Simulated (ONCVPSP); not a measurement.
## What one change does to a pseudopotential (Mn (Z = 25), ONCV)

```
Element                 : Mn
Generator               : ONCVPSP 4.0.1
Type                    : optimised norm-conserving Vanderbilt (ONCV)
Functional              : LDA (Perdew-Wang 92)
Relativity              : scalar-relativistic
Frozen core             : [Ar]
Valence charge          : 7
Reference configuration : 3d5 4s2
Partial waves           : 4s: rc 2.25 bohr, ncon 3, nbas 8, qcut 2.4 1/bohr, 1 projector; p scattering state at 0.12 Ha: rc 2.45 bohr, ncon 3, nbas 8, qcut 3.3 1/bohr, 3 projectors, debl 0.9 Ha; 3d: rc 1.75 bohr, ncon 4, nbas 9, qcut 10.1 1/bohr, 2 projectors, debl 1.7 Ha
Local potential         : polynomial inside 1.50 bohr (lpopt 4, dvloc0 0 Ha)
Core correction         : Teter function fitted to the true core (icmod 2), fcfact 0.7
```

In the p channel the program set the typed energies aside and used 0.050, 0.950, 1.850 Ha.

Change: d: qcut 8.1.

Cutoffs: the cutoffs (Ha) at which the residual kinetic energy of the hardest occupied pseudo-wave falls to 1 and 0.1 mHa per electron; they do not see the model core or the augmentation charge, which bear on the density cutoff. Errors are all-electron minus pseudo energies relative to the spin-unpolarised reference configuration.

Task: Predict the effect on cutoff, ghosts and configuration errors.

Result: The potential gets softer (36 Ha and 41 Ha → 28 Ha and 34 Ha); of the 4 tests that both files solve, the error grows in 2 and shrinks in 1 by more than 15 % and 0.3 meV (median size 6.4 → 10.9 meV); neither file shows a bound ghost. The waves are optimised to have the least kinetic energy above qcut, so the cutoff follows it (qcut²/2 in Ha).

| quantity | base | changed |
| --- | --- | --- |
| cutoff, loose | 36 Ha | 28 Ha |
| cutoff, tight | 41 Ha | 34 Ha |
| loose cutoff by channel | s 5.6 Ha, d 36 Ha | s 5.6 Ha, d 28 Ha |
| bound ghosts | none | none |
| GHOST(+) flags under 300 eV | s at 3.7 eV, p at 99.5 eV | s at 3.7 eV, p at 99.5 eV |
| error for 3d5 4s1, meV [ΔE 8.65 eV] | +7.2 | +8.7 |
| error for 3d5 4s0, meV [ΔE 24.52 eV] | +5.6 | +13 |
| error for 3d4 4s0, meV [ΔE 57.33 eV] | -111 | -78 |
| error for 3d5 4s1 4p1, meV [ΔE 3.92 eV] | +1.6 | +1.9 |
| s: phases at 2.29 bohr within 0.05 rad from the reference energy up to (Ha; the scan ends near 5) | 0.0 | 0.0 |
| p: phases at 2.49 bohr within 0.05 rad from the reference energy up to (Ha; the scan ends near 5) | 2.9 | 2.9 |
| d: phases at 1.78 bohr within 0.05 rad from the reference energy up to (Ha; the scan ends near 5) | to the end of the scan | to the end of the scan |
| rms error of d²Exc/dni dnj with the model core, mHa | 4.19 | 3.97 |
